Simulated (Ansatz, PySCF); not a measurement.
2-fluoropent-1-en-3-yne (C₅H₅F), SMILES C(#CC(=C)F)C.

Coordinates come from a B3LYP-D3(BJ)/def2-SVP optimisation.

Vertical ionisation energy (IE) and electron affinity (EA) in eV. Rows of orbital energies are one-electron estimates. Where ΔSCF, EOM or ADC give a negative EA the extra electron is unbound and the value depends on the basis.

```tsv
level	IE	EA
−ε(HOMO), −ε(LUMO), B3LYP/def2-TZVP (PySCF)	6.72	1.02
−ε(HOMO), −ε(LUMO), PBE/def2-TZVP (PySCF)	5.83	1.70
ΔSCF, PBE0/def2-SVPD (Ansatz), final states of multiplicity 2 and 2	8.98	-1.01
ΔSCF, PBE/def2-SVPD (Ansatz), final states of multiplicity 2 and 2	8.84	-0.97
```

### Question
What vertical singlet–triplet gap does ΔSCF give with PBE0/def2-SVPD (Ansatz, a first-principles code) and with PBE/def2-SVPD (Ansatz)? (Estimate from the structure and the level; the computed values follow.)

### Answer
3.40 and 3.41 eV (triplet above singlet where positive).
